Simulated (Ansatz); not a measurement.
# Nudged elastic band run: C2H7ClSi2

Input:

```yaml
crystal:
  periodic: [false, false, false]
  atoms:
    - { symbol: Si, position_ang: [-1.691987, 0.045912, 0.334451] }
    - { symbol: C, position_ang: [0.123598, 0.210131, -0.14251] }
    - { symbol: Si, position_ang: [1.358798, -1.116989, 0.338186] }
    - { symbol: C, position_ang: [0.573548, 1.271981, -0.831437] }
    - { symbol: Cl, position_ang: [-0.448901, 2.590277, -1.3506] }
    - { symbol: H, position_ang: [-2.11151, 1.173832, 1.217169] }
    - { symbol: H, position_ang: [-2.558326, 0.016211, -0.880375] }
    - { symbol: H, position_ang: [-1.854839, -1.239235, 1.078509] }
    - { symbol: H, position_ang: [1.397465, -1.272708, 1.823888] }
    - { symbol: H, position_ang: [2.716677, -0.739361, -0.158595] }
    - { symbol: H, position_ang: [0.960716, -2.431643, -0.250203] }
    - { symbol: H, position_ang: [1.611661, 1.436292, -1.144384] }
basis:
  gaussian: { orbitals: def2-SVP }
hamiltonian:
  xc: r2scan
neb:
  order_check: false
  images: 1
  f_tol: 0.05
  max_iterations: 60
  initial_path: idpp
  climbing: false
  final_atoms:
    - { symbol: Si, position_ang: [-1.62327376, 0.19496083, 0.55372623] }
    - { symbol: C, position_ang: [0.10778082, 0.17881593, -0.19013817] }
    - { symbol: Si, position_ang: [1.35355942, -1.12544342, 0.32563128] }
    - { symbol: C, position_ang: [0.48899964, 1.0918614, -1.0988138] }
    - { symbol: Cl, position_ang: [-0.55200771, 2.36651776, -1.68415414] }
    - { symbol: H, position_ang: [-1.87569627, 1.47247017, 1.28271991] }
    - { symbol: H, position_ang: [-2.65734357, 0.01249839, -0.50665699] }
    - { symbol: H, position_ang: [-1.71399903, -0.94146489, 1.51885546] }
    - { symbol: H, position_ang: [0.83024263, -2.49165795, 0.02123454] }
    - { symbol: H, position_ang: [1.60660185, -1.04760806, 1.79633767] }
    - { symbol: H, position_ang: [2.63590849, -0.91078726, -0.41093191] }
    - { symbol: H, position_ang: [1.47612749, 1.14453708, -1.57371109] }
```

Launched with:

```bash
$ ansatz run input.yaml --threads 2 --pin off --max-ram 3072MiB --backend cpu --events-out ev --progress --plain --runs-dir out
```

Output, in part (warnings, iteration lines, the closing report on the highest movable image, with atoms numbered from 0):

```
NEB end point (image 0): max|allowed force component| = 1.163e-2 eV/Å (the criterion of neb.relax_end_points is 1.000e-2)
NEB end point (image 2): max|allowed force component| = 1.230e-2 eV/Å (the criterion of neb.relax_end_points is 1.000e-2)
NEB iter   1: max|band force component| = 9.689e-1 eV/Å  barrier→ = 0.1813 eV  barrier← = 0.1813 eV  Δτ_max = 0.1724 Å  (88 SCF iters)
NEB iter   2: max|band force component| = 1.557e-1 eV/Å  barrier→ = 0.0879 eV  barrier← = 0.0879 eV  Δτ_max = 0.0288 Å  (32 SCF iters)
NEB iter   3: max|band force component| = 7.915e-2 eV/Å  barrier→ = 0.0821 eV  barrier← = 0.0821 eV  Δτ_max = 0.0207 Å  (33 SCF iters)
NEB iter   4: max|band force component| = 1.237e-1 eV/Å  barrier→ = 0.0835 eV  barrier← = 0.0835 eV  Δτ_max = 0.0103 Å  (32 SCF iters)
NEB iter   5: max|band force component| = 4.182e-2 eV/Å  barrier→ = 0.0817 eV  barrier← = 0.0817 eV  Δτ_max = 0.0000 Å  (63 SCF iters)
Total energy: -30451.08093797 eV, -1119.0565839864 hartree
Atom 0 at    -1.548780     0.351867     0.724419 Å, force     0.003414    -0.001314    -0.001576 eV/Å
Atom 1 at     0.081007     0.136129    -0.200307 Å, force    -0.010330     0.005247    -0.015809 eV/Å
Atom 2 at     1.357235    -1.167815     0.273695 Å, force     0.007207    -0.014119     0.004307 eV/Å
Atom 3 at     0.379628     0.925859    -1.245937 Å, force     0.017629     0.023136     0.041190 eV/Å
Atom 4 at    -0.663019     2.197964    -1.833163 Å, force    -0.004672    -0.009252    -0.010067 eV/Å
Atom 5 at    -1.639877     1.719088     1.317395 Å, force     0.001843     0.000327    -0.000957 eV/Å
Atom 6 at    -2.704932     0.140412    -0.196097 Å, force    -0.002124     0.000016    -0.000139 eV/Å
Atom 7 at    -1.611512    -0.657198     1.821718 Å, force    -0.000882     0.000739    -0.000175 eV/Å
Atom 8 at     0.864815    -1.950780     1.442700 Å, force    -0.001057    -0.000376     0.000060 eV/Å
Atom 9 at     2.658572    -0.527006     0.636077 Å, force    -0.002965     0.003165    -0.001856 eV/Å
Atom 10 at     1.602799    -2.103596    -0.865975 Å, force     0.001013    -0.000982    -0.001368 eV/Å
Atom 11 at     1.300964     0.879777    -1.840426 Å, force    -0.009075    -0.006588    -0.013609 eV/Å
Dipole moment:     0.160411    -0.067418    -0.041190 e Å
```

It converged. No image climbed, so the highest image needn't sit at the top of the path. So few images can step over the top or miss a turn of the path.

Final band (atoms are numbered from 1 in the order of the input):

| image | path coordinate (Å) | energy (eV) | dihedral Si1–C2–Si3–H11 (°) |
| --- | --- | --- | --- |
| 0 | 0.00 | 0.000 | 60 |
| 1 | 2.24 | 0.082 | 120 |
| 2 | 4.48 | 0.000 | 180 |

The run took 32 s on 2 threads of Arm Neoverse V2 (shared host), peak memory 0.18 GiB.
